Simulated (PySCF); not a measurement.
Gas-phase reaction: 4 InH + 4 H2S2 = 4 InH3 + S8

Method: PySCF energies (xtb for GFN2) plus ideal-gas RRHO corrections (1 bar). S°(298 K) at PBE0/def2-TZVP differs from the NASA 1993 table for S8 (-8 J/mol/K); whether the harmonic model or the table's entry is off was not settled. † marks an energy on the PBE0/def2-TZVP geometry and frequencies; other levels use their own. MP2 and CCSD(T) freeze the core. All species are closed-shell singlets. In: scalar-relativistic def2 core potential, no spin-orbit coupling. No R ln 2 is added for the mirror-image form of H2S2. InH, InH3: computed as isolated molecules; such fragments, hydroxides, amides, oligomers or adducts are transient or little studied in the gas. MP2 isn't extrapolated to the basis-set limit; its ΔH°(298 K) is 67.8 kJ in def2-SVP and 21.4 kJ in def2-TZVPP. CCSD(T) isn't extrapolated to the basis-set limit. The harmonic model lacks anharmonicity and excited electronic states, which grow with temperature; levels with a mode under 35 cm⁻¹ are left out. Internal rotation in H2S2 is treated as a harmonic vibration of one conformer, which makes the entropy rough. Soft modes under 120 cm⁻¹ make the harmonic entropy rough for S8.

| level | ΔE electronic, kJ | ΔH°(298 K), kJ | ΔS°(298 K), J/K | ΔG°(1200 K), kJ |
|---|---|---|---|---|
| CCSD(T)/def2-SVP† | 167 | 141 | -496 | 705 |
| GFN2-xTB | 178 | 157 | -492 | 718 |
| M06-2X/def2-TZVP† | 71 | 45 | -496 | 609 |
| MP2/def2-SVP† | 94 | 68 | -496 | 632 |
| MP2/def2-TZVPP† | 48 | 21 | -496 | 586 |
| PBE/def2-SVP | 50 | 25 | -485 | 575 |
| PBE0/def2-TZVP | 25 | -2 | -496 | 563 |
| ωB97X-V/def2-TZVP† | 7 | -20 | -496 | 545 |
ΔH° is lowest at ωB97X-V/def2-TZVP† and highest at GFN2-xTB. No reference value is set beside these.
